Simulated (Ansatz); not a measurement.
FeCo2. The state is a septet with charge 0. Geometry PBE0-D4/def2-TZVP.

```xyz
3

Fe   -0.060   -0.711    1.064
Co    1.217   -0.140   -0.796
Co   -1.157    0.850   -0.268
```

The 6-31G sets use Cartesian d functions. B3LYP takes the VWN-RPA correlation. At PBE-D4/def2-TZVPD, r2SCAN-D4/def2-TZVP, B3LYP-D4/6-31G, PBE0-D4/def2-SVP and others the charge 0 septet is spin-contaminated (final ⟨S²⟩ up to 14.03, 12.00 for a pure state). At r2SCAN-D4/def2-TZVP the program marks the result for the charge 0 septet as doubtful (asymmetric forces). The geometry of the septet was relaxed on an unsound state (⟨S²⟩ 13.05, where a pure state has 12.00). At PBE0-D4/def2-TZVP a triplet of charge 0 lies 0.19 eV below the septet, each at its own geometry. That triplet is doubtful there (⟨S²⟩ 5.31, where a pure state has 2.00). Another isomer (septet) lies 0.11 eV lower at PBE0-D4/def2-TZVP.

Problem. Estimate the α-spin orbital energies around the gap (eV) in Ansatz with PBE-D4/def2-TZVPD, r2SCAN-D4/def2-TZVP, B3LYP-D4/6-31G, PBE0-D4/def2-SVP, CAM-B3LYP-D4/def2-TZVP.

Solution. 
```tsv
orbital	PBE-D4/def2-TZVPD	r2SCAN-D4/def2-TZVP	B3LYP-D4/6-31G	PBE0-D4/def2-SVP	CAM-B3LYP-D4/def2-TZVP
HOMO−13	-6.10	-8.84	-8.53	-10.52	-12.67
HOMO−12	-5.92	-8.73	-8.26	-10.35	-12.27
HOMO−11	-5.80	-8.38	-7.81	-10.12	-11.69
HOMO−10	-5.46	-8.22	-7.37	-9.94	-11.24
HOMO−9	-5.37	-7.59	-7.26	-9.28	-10.71
HOMO−8	-5.16	-7.55	-7.26	-8.88	-10.57
HOMO−7	-4.94	-7.43	-7.19	-8.72	-10.34
HOMO−6	-4.86	-6.95	-6.99	-8.59	-10.21
HOMO−5	-4.74	-6.80	-6.77	-7.85	-9.35
HOMO−4	-4.72	-5.27	-6.39	-6.10	-7.83
HOMO−3	-4.67	-5.21	-6.33	-5.79	-7.80
HOMO−2	-4.58	-5.05	-6.31	-5.61	-7.73
HOMO−1	-4.29	-4.62	-6.26	-4.55	-5.81
HOMO	-4.22	-4.14	-5.91	-4.22	-5.26
LUMO	-3.12	-2.68	-2.94	-0.96	-0.10
LUMO+1	-3.12	-2.35	-2.77	-0.51	0.29
LUMO+2	-1.55	-1.50	-1.66	0.08	0.40
LUMO+3	-0.89	-1.34	-0.70	1.02	1.03
LUMO+4	-0.45	-0.79	-0.25	1.02	1.23
LUMO+5	-0.22	-0.49	-0.05	1.27	1.33
β HOMO	-3.22	-5.06	-3.73	-5.61	-7.54
β LUMO	-2.72	-3.93	-1.89	-2.21	-1.82
```
